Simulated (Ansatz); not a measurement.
Relaxation of CH7SSbSi (11 atoms, charge 0, multiplicity 1), to a largest force component of 0.015 eV/Å in at most 40 steps.

The calculation used RKS PBE-D4/def2-SVP in Ansatz 0.2.0.

```xyz
11
Properties=species:S:1:pos:R:3
C -0.680 1.974 0.392
Si -0.552 0.228 -0.122
S 1.502 -0.244 -0.338
Sb 1.113 -2.554 -0.952
H -0.213 2.177 1.332
H -0.274 2.684 -0.397
H -1.778 2.268 0.489
H -1.192 0.031 -1.413
H -1.148 -0.611 0.951
H 1.695 -2.371 -2.538
H -0.591 -2.191 -1.440
```

**Question.** Where does it end, and by what steps?

**Answer.** The run converged. The force dipped under the threshold on the way, but the program's further checks kept it going. After 25 steps the energy has fallen by 0.344 eV; H11 moved furthest, 1.45 Å.

```tsv
step	energy less start (eV)	largest force component (eV/Å)	accepted
0	0.0000	1.742	yes
1	-0.2156	0.811	yes
2	-0.2549	0.362	yes
3	-0.2619	0.481	yes
4	-0.2538	0.461	no
5	-0.2739	0.054	yes
6	-0.2776	0.048	yes
7	-0.2813	0.240	yes
8	-0.2810	0.282	no
9	-0.2877	0.135	yes
10	-0.2951	0.056	yes
11	-0.3053	0.116	yes
12	-0.3136	0.298	yes
13	-0.3333	0.077	yes
14	-0.3390	0.052	yes
15	-0.3375	0.282	no
16	-0.3382	0.191	no
17	-0.3407	0.012	yes
18	-0.3418	0.059	yes
19	-0.3399	0.254	no
20	-0.3431	0.031	yes
21	-0.3436	0.030	yes
22	-0.3440	0.019	yes
23	-0.3441	0.021	yes
24	-0.3441	0.012	no
25	-0.3441	0.010	yes
```

```xyz
11
Properties=species:S:1:pos:R:3
C -0.698 2.034 0.412
Si -0.511 0.319 -0.348
S 1.562 -0.271 -0.135
Sb 1.490 -2.504 -1.210
H -0.427 2.021 1.487
H -0.048 2.767 -0.105
H -1.750 2.377 0.322
H -0.896 0.336 -1.806
H -1.405 -0.675 0.349
H 0.539 -1.996 -2.579
H 0.025 -3.019 -0.420
```

Whether the end is a true minimum wasn't checked by a vibrational analysis.

The run took 32 s on 2 threads of Intel(R) Xeon(R) 6975P-C (Granite Rapids) (shared host), peak memory 0.17 GiB.
